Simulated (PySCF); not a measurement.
Identify the compound

The spectra below were simulated for a compound C₃H₆N₂O₃SSi.

$^{1}$H NMR (400 MHz, computed): δ 7.51 (m, 1H), 7.24 (m, 1H), 4.92 (s, 3H), 4.41 (br s, 1H).

$^{13}$C{$^{1}$H} NMR (computed): δ 136.3 (CH), 128.6 (CH), 125.8 (C).

- σ from GIAO-KT3/pcSseg-1
- structure optimised with PBE0-D3(BJ)/def2-SVP
- program: PySCF
- isolated molecule, non-relativistic Hamiltonian, one averaged value for each set of equivalent atoms, one conformer

δ = σ(ref) − σ, references computed at the same level: TMS for $^{1}$H (31.32 ppm) and $^{13}$C (182.31 ppm).

Propose a structure and justify it.

## Answers


1. Rings plus π bonds: 3.
2. 3 carbon signals for 3 carbons: no two carbons are equivalent.
3. Carbon types of the structure: 1 × C, 2 × CH, leaving 4 H on heteroatoms.
4. δC 136.3: aromatic CH between two ring heteroatoms.
5. δC 128.6: aromatic CH next to a ring nitrogen.
6. δC 125.8: aromatic carbon bearing sulfur.
7. δH 7.51: hydrogen on an aromatic CH next to a ring nitrogen; it sits in the deshielding region of the aromatic ring current.
8. δH 7.24: hydrogen on an aromatic CH between two ring heteroatoms; aromatic region.
9. δH 4.92: hydrogen on a silicon bonded to N.
10. δH 4.41: hydrogen on an oxygen bonded to S; labile proton, position sensitive to the medium.

Structure: `O=S(=O)(O)c1cncn1[SiH3]`.

The data come from this structure; uniqueness wasn't tested.

Exchangeable OH/NH protons stand at their gas-phase positions; hydrogen bonding in a real sample shifts them, mostly to higher δ. Shifts are as computed, not scaled to solution data. Of 1309 compounds with measured shifts, 239 miss one by over three times the rms of a fit or turn the order of signals round; such compounds aren't used in these exercises. No couplings were computed; multiplicities are counted from neighbouring protons, with m where these are inequivalent, close in shift, in a saturated or five-membered ring or joined by F or P, and br s for small geminal =CH2 splittings.
